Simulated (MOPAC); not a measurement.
Input for MOPAC: PM3 on C2H6InN (SMILES C=[CH][InH][NH2]), a point of a torsion scan.

```
PM3 1SCF PRECISE CHARGE=0 THREADS=1
C2H6InN

C     -1.58955592 1    -0.74803579 1     0.31628743 1
C     -1.33528384 1     0.48308544 1    -0.08660562 1
In     0.75687820 1     1.07298350 1    -0.45780344 1
N      2.21849185 1    -0.35224744 1    -0.13945237 1
H     -0.79004896 1    -1.46729225 1     0.45369184 1
H     -2.59036768 1    -1.10526770 1     0.53106686 1
H     -2.13436659 1     1.20337754 1    -0.22246323 1
H      1.16894314 1     2.74316431 1    -0.84962293 1
H      3.11108342 1     0.04243903 1     0.14670471 1
H      2.41374697 1    -0.93310907 1    -0.94973642 1
```

Output:

```
*******************************************************************************
 **                                                                           **
 **                              MOPAC v23.2.5                                **
 **                                                                           **
 *******************************************************************************
 ** MOPAC's Digital Object Identifier: https://doi.org/10.5281/zenodo.6511958 **
 **                                                                           **
 ** Please cite the open-source release paper for use of this MOPAC version:  **
 ** J. E. Moussa and J. J. P. Stewart (2026)                                  **
 ** MOPAC: An open-source semiempirical molecular orbital program             **
 ** J. Open Source Softw., 11(119), 8025, https://doi.org/10.21105/joss.08025 **
 *******************************************************************************

                              PM3 CALCULATION RESULTS

 *******************************************************************************
 *  PM3        - The PM3 Hamiltonian to be used
 *
 *
 *
 *                 CHARGE ON SYSTEM = 0
 *
 *
 *
 *  PRECISE    - TIGHTER CRITERIA TO BE USED
 *  1SCF       - DO 1 SCF AND THEN STOP
 *  THREADS=1  - MULTI-THREADING NOT USED
 *  T=         - A TIME OF 172800.0 SECONDS REQUESTED
 *  DUMP=N     - RESTART FILE WRITTEN EVERY 7200.0 SECONDS REQUESTED
 *******************************************************************************
PM3 1SCF PRECISE CHARGE=0 THREADS=1
 C2H6InN

   ATOM   CHEMICAL          X               Y               Z
  NUMBER   SYMBOL      (ANGSTROMS)     (ANGSTROMS)     (ANGSTROMS)

     1       C         -1.58955592  *  -0.74803579  *   0.31628743  *
     2       C         -1.33528384  *   0.48308544  *  -0.08660562  *
     3      In          0.75687820  *   1.07298350  *  -0.45780344  *
     4       N          2.21849185  *  -0.35224744  *  -0.13945237  *
     5       H         -0.79004896  *  -1.46729225  *   0.45369184  *
     6       H         -2.59036768  *  -1.10526770  *   0.53106686  *
     7       H         -2.13436659  *   1.20337754  *  -0.22246323  *
     8       H          1.16894314  *   2.74316431  *  -0.84962293  *
     9       H          3.11108342  *   0.04243903  *   0.14670471  *
    10       H          2.41374697  *  -0.93310907  *  -0.94973642  *



          CARTESIAN COORDINATES

    NO.       ATOM           X           Y           Z

     1         C         -1.5896     -0.7480      0.3163
     2         C         -1.3353      0.4831     -0.0866
     3        In          0.7569      1.0730     -0.4578
     4         N          2.2185     -0.3522     -0.1395
     5         H         -0.7900     -1.4673      0.4537
     6         H         -2.5904     -1.1053      0.5311
     7         H         -2.1344      1.2034     -0.2225
     8         H          1.1689      2.7432     -0.8496
     9         H          3.1111      0.0424      0.1467
    10         H          2.4137     -0.9331     -0.9497

  H: (PM3): J. J. P. STEWART, J. COMP. CHEM. 10, 209 (1989).
  C: (PM3): J. J. P. STEWART, J. COMP. CHEM. 10, 209 (1989).
  N: (PM3): J. J. P. STEWART, J. COMP. CHEM. 10, 209 (1989).
 In: (PM3): J. J. P. STEWART, J. COMP. CHEM. 12, 320-341 (1991).

           Empirical Formula: C2 H6 N In  =    10 atoms



      MOLECULAR POINT GROUP   :   C1


      RHF CALCULATION, NO. OF DOUBLY OCCUPIED LEVELS = 11


 -------------------------------------------------------------------------------
 PM3 1SCF PRECISE CHARGE=0 THREADS=1
 C2H6InN



     1SCF WAS SPECIFIED, SO BFGS WAS NOT USED
     SCF FIELD WAS ACHIEVED


                              PM3 CALCULATION
                                                       MOPAC v23.2.5 Linux




          FINAL HEAT OF FORMATION =         52.07528 KCAL/MOL =     217.88297 KJ/MOL


          COSMO AREA              =        126.26 SQUARE ANGSTROMS
          COSMO VOLUME            =        111.29 CUBIC ANGSTROMS

          IONIZATION POTENTIAL    =          9.560330 EV
          HOMO LUMO ENERGIES (EV) =         -9.560 -2.696
          NO. OF FILLED LEVELS    =         11
          MOLECULAR WEIGHT        =        158.8961         POINT GROUP:  C1

          MOLECULAR DIMENSIONS (Angstroms)

            Atom       Atom       Distance
            H     9    H     6     5.82851
            H     8    H     5     3.90484
            H    10    H     9     1.33816


          SCF CALCULATIONS        =          1





   ATOM   CHEMICAL          X               Y               Z
  NUMBER   SYMBOL      (ANGSTROMS)     (ANGSTROMS)     (ANGSTROMS)

     1       C         -1.58955592  *  -0.74803579  *   0.31628743  *
     2       C         -1.33528384  *   0.48308544  *  -0.08660562  *
     3      In          0.75687820  *   1.07298350  *  -0.45780344  *
     4       N          2.21849185  *  -0.35224744  *  -0.13945237  *
     5       H         -0.79004896  *  -1.46729225  *   0.45369184  *
     6       H         -2.59036768  *  -1.10526770  *   0.53106686  *
     7       H         -2.13436659  *   1.20337754  *  -0.22246323  *
     8       H          1.16894314  *   2.74316431  *  -0.84962293  *
     9       H          3.11108342  *   0.04243903  *   0.14670471  *
    10       H          2.41374697  *  -0.93310907  *  -0.94973642  *

                             CARTESIAN COORDINATES

   1    C       -1.589555920    -0.748035790     0.316287430
   2    C       -1.335283840     0.483085440    -0.086605620
   3   In        0.756878200     1.072983500    -0.457803440
   4    N        2.218491850    -0.352247440    -0.139452370
   5    H       -0.790048960    -1.467292250     0.453691840
   6    H       -2.590367680    -1.105267700     0.531066860
   7    H       -2.134366590     1.203377540    -0.222463230
   8    H        1.168943140     2.743164310    -0.849622930
   9    H        3.111083420     0.042439030     0.146704710
  10    H        2.413746970    -0.933109070    -0.949736420


           Empirical Formula: C2 H6 N In  =    10 atoms



      MOLECULAR POINT GROUP   :   C1


                  EIGENVALUES
 -32.63546 -27.76069 -20.18089 -16.12256 -15.57061 -15.16878 -13.86762 -12.53732
 -10.80503 -10.52817  -9.56033  -2.69573  -0.23926   0.37386   1.25627   1.45059
   3.78910   3.88650   4.10908   4.79110   5.20952   5.69418


              NET ATOMIC CHARGES AND DIPOLE CONTRIBUTIONS

  ATOM NO.   TYPE          CHARGE      No. of ELECS.   s-Pop       p-Pop
    1          C          -0.079823        4.0798     1.18371     2.89612
    2          C          -0.150361        4.1504     1.21766     2.93270
    3         In          -0.172525        3.1725     1.19068     1.98184
    4          N           0.013404        4.9866     1.41303     3.57357
    5          H           0.085000        0.9150     0.91500
    6          H           0.076219        0.9238     0.92378
    7          H           0.100206        0.8998     0.89979
    8          H           0.036834        0.9632     0.96317
    9          H           0.036733        0.9633     0.96327
   10          H           0.054314        0.9457     0.94569
 DIPOLE           X         Y         Z       TOTAL
 POINT-CHG.     0.177    -1.149     0.212     1.182
 HYBRID         0.377     0.088    -0.513     0.642
 SUM            0.553    -1.061    -0.301     1.233


          ATOMIC ORBITAL ELECTRON POPULATIONS

     Atom    s        px        py        pz
    1  C   1.18371   0.99596   0.97008   0.93008
    2  C   1.21766   0.96912   0.98432   0.97926
    3 In   1.19068   0.83175   0.86160   0.28849
    4  N   1.41303   1.07656   1.20925   1.28775
    5  H   0.91500
    6  H   0.92378
    7  H   0.89979
    8  H   0.96317
    9  H   0.96327
   10  H   0.94569

 **********************
 *                    *
 * JOB ENDED NORMALLY *
 *                    *
 **********************




 == MOPAC DONE ==
```

The run finished.

Cost: around 0.04 core-seconds (rough).
